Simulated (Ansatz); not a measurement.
Molecule: C2O2W (charge 0, triplet). The spin state was set by rule; other spins were not relaxed. 
Structure (B3LYP-D3(BJ)/def2-TZVP (Ansatz, a first-principles code) minimum search):
```xyz
5

W      0.0000     0.0000     0.0000
O     -0.2652     2.3989    -2.0621
C     -0.1736     1.5313    -1.3092
O      0.2652    -2.3989     2.0621
C      0.1736    -1.5313     1.3092
```
Charge 0, spin multiplicity 3.

Total electronic energies in hartree. Correlated levels leave the core frozen unless marked. UHF or UKS for open shells. No spin-orbit coupling. The frozen core is the preceding noble-gas configuration, with the filled d and f shells of earlier blocks. In def2 rows, elements after Kr have scalar-relativistic effective core potentials.  The program attaches cautions to a run behind r2SCANh-D4/def2-TZVPD: asymmetric forces. The program attaches cautions to a run behind r2SCAN0-D4/def2-TZVPD: asymmetric forces.

The UHF reference is spin-contaminated (<S^2> 0.41 over the pure value in the largest basis). The Hartree-Fock reference is unstable (checked in the largest basis), which strains HF and MP2. 

| level | program | energy (Eh) |
|---|---|---|
| HF/def2-QZVPP | Ansatz | (withheld) |
| BLYP-D3(BJ)/def2-TZVPD | Ansatz + dftd3 | (withheld) |
| B3LYP-D3(BJ)/def2-TZVPD | Ansatz + dftd3 | -293.78408 |
| PBE0-D3(BJ)/def2-TZVP | Ansatz + dftd3 | (withheld) |
| r2SCANh-D4/def2-TZVPD | Ansatz + dftd4 | -293.63972 |
| r2SCAN0-D4/def2-TZVPD | Ansatz + dftd4 | -293.57668 |
| LC-wPBE-D3(BJ)/def2-TZVPD | Ansatz + dftd3 | -293.58319 |
| RI-MP2/def2-QZVPP | Ansatz | -292.83698 |

Task: Fill in the missing entries.

Result: 
- HF/def2-QZVPP, energy (Eh): -291.88771
- BLYP-D3(BJ)/def2-TZVPD, energy (Eh): -293.73363
- PBE0-D3(BJ)/def2-TZVP, energy (Eh): -293.49124
